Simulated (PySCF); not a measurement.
A side-by-side comparison of computed properties.

First species: C5H7ClN2.
SMILES with atom numbers: `[CH3:1][CH2:2][n:3]1[cH:4][c:5]([Cl:6])[cH:7][n:8]1` (hydrogens: H9, H10, H11 on C1; H12, H13 on C2; H14 on C4; H15 on C7)

Second species: C7H7NS.
Geometry (GFN2-xTB, Å), atoms numbered from 1 in this order:
```xyz
16
C7H7NS angstrom
C     -1.9606   -0.8731   -0.7448
C     -1.2375   -0.7099    0.5956
C      0.1900   -0.3413    0.3891
S      1.4274   -1.5377    0.2751
C      2.6325   -0.3367   -0.0050
C      2.1186    0.9139   -0.0161
C      0.7116    0.9172    0.2066
C     -0.0732    2.0824    0.2363
N     -0.7170    3.0317    0.2558
H     -2.9943   -1.1629   -0.5761
H     -1.9478    0.0646   -1.2958
H     -1.4780   -1.6396   -1.3476
H     -1.7295    0.0755    1.1748
H     -1.2949   -1.6449    1.1562
H      3.6513   -0.6390   -0.1437
H      2.6938    1.8088   -0.1718
```

Levels: B3LYP/def2-SVPD for dipole moment, HOMO energy, LUMO energy, HOMO–LUMO gap, static isotropic polarisability and electronic spatial extent ⟨r²⟩ about the centre of nuclear charge; TDDFT B3LYP/def2-SVPD for lowest singlet excitation; TDA B3LYP/def2-SVPD for lowest triplet excitation (Tamm–Dancoff); GFN2-xTB for rotational constant A and rotational constant C. Geometries: GFN2-xTB. All species are isolated and taken at one optimised geometry, non-relativistic unless stated. Electronic properties by PySCF.

Dipoles, sizes and rotational constants follow the conformer. The torsions of the flexible species, by atom-mapped SMILES:
- `[CH3:1][CH2:2][n:3]1[cH:4][c:5]([Cl:6])[cH:7][n:8]1`: C1–C2–N3–C4 -83°
- `[CH3:1][CH2:2][c:3]1[s:4][cH:5][cH:6][c:7]1[C:8]#[N:9]`: C1–C2–C3–S4 -91°

```json
{"property": "dipole moment", "column X": "2.98 D", "column Y": "4.00 D"}
{"property": "HOMO energy", "column X": "-6.71 eV", "column Y": "-7.04 eV"}
{"property": "LUMO energy", "column X": "-0.20 eV", "column Y": "-1.53 eV"}
{"property": "HOMO–LUMO gap", "column X": "6.51 eV", "column Y": "5.51 eV"}
{"property": "lowest singlet excitation", "column X": "5.93 eV", "column Y": "5.14 eV"}
{"property": "lowest triplet excitation (Tamm–Dancoff)", "column X": "4.57 eV", "column Y": "3.52 eV"}
{"property": "static isotropic polarisability", "column X": "86.5 au", "column Y": "103.3 au"}
{"property": "electronic spatial extent ⟨r²⟩ about the centre of nuclear charge", "column X": "1371 bohr²", "column Y": "1356 bohr²"}
{"property": "rotational constant A", "column X": "4.924 GHz", "column Y": "1.844 GHz"}
{"property": "rotational constant C", "column X": "0.818 GHz", "column Y": "0.844 GHz"}
```

(1) Which column belongs to which species?

(2) How does each property change from the first species to the second?

Answers

(1) Column X is the first species and column Y the second. The first has 15 atoms and 68 electrons, the second 16 and 72.

(2) dipole moment +1.02 D; HOMO energy -0.33 eV; LUMO energy -1.33 eV; HOMO–LUMO gap -1.00 eV; lowest singlet excitation -0.79 eV; lowest triplet excitation (Tamm–Dancoff) -1.05 eV; static isotropic polarisability +16.8 au; electronic spatial extent ⟨r²⟩ about the centre of nuclear charge -15 bohr²; rotational constant A -3.080 GHz; rotational constant C +0.026 GHz.

On the first: The vertical singlet–triplet gap S1 − T1 is 1.36 eV (TDDFT singlet less Tamm–Dancoff triplet; S1: HOMO→LUMO, weight 0.89; T1: HOMO→LUMO, weight 0.71).

On the second: The 8 singlets span 5.14 to 6.67 eV, and their oscillator strengths add up to 0.54.
